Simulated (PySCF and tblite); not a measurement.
Values are calculated unless marked as measured or tabulated.
Stationary points of C6H8BN at GFN2-xTB, in Å:

Structure A

```
 1 B    -2.828    0.266    0.791
 2 N    -1.701   -0.539    0.667
 3 C    -0.379   -0.236    0.338
 4 C     0.051    1.061    0.064
 5 C     1.373    1.307   -0.254
 6 C     2.292    0.272   -0.306
 7 C     1.875   -1.020   -0.036
 8 C     0.554   -1.272    0.282
 9 H    -2.778    1.418    0.606
10 H    -3.833   -0.258    1.088
11 H    -1.808   -1.532    0.837
12 H    -0.654    1.875    0.101
13 H     1.688    2.318   -0.463
14 H     3.324    0.471   -0.553
15 H     2.581   -1.837   -0.072
16 H     0.235   -2.285    0.491
```

Structure B

```
 1 B    -2.783    0.342    0.489
 2 N    -1.688   -0.607    0.414
 3 C    -0.379   -0.324    0.116
 4 C     0.028    1.007   -0.027
 5 C     1.343    1.310   -0.309
 6 C     2.282    0.301   -0.456
 7 C     1.887   -1.019   -0.317
 8 C     0.573   -1.335   -0.035
 9 H    -3.378    0.636   -0.484
10 H    -3.093    0.793    1.529
11 H    -1.912   -1.591    0.443
12 H    -0.716    1.785    0.091
13 H     1.640    2.344   -0.416
14 H     3.311    0.542   -0.677
15 H     2.611   -1.813   -0.431
16 H     0.273   -2.369    0.070
```

Level: PBE0/pcSseg-1 + D3(BJ) on GFN2-xTB stationary points, with GFN2-xTB thermal terms.

Which structure is a saddle point, and along which motion?

B: one imaginary mode (881i cm⁻¹ at GFN2-xTB, mostly on H11, H9, H10), along the rotation about the B1–N2 bond (torsion H–B1–N2–C3 from 0° to 180°, rising).

Give their symmetry and energies above the lowest.

A Cs, 0.0 kcal/mol; B C1, 32.7 kcal/mol.
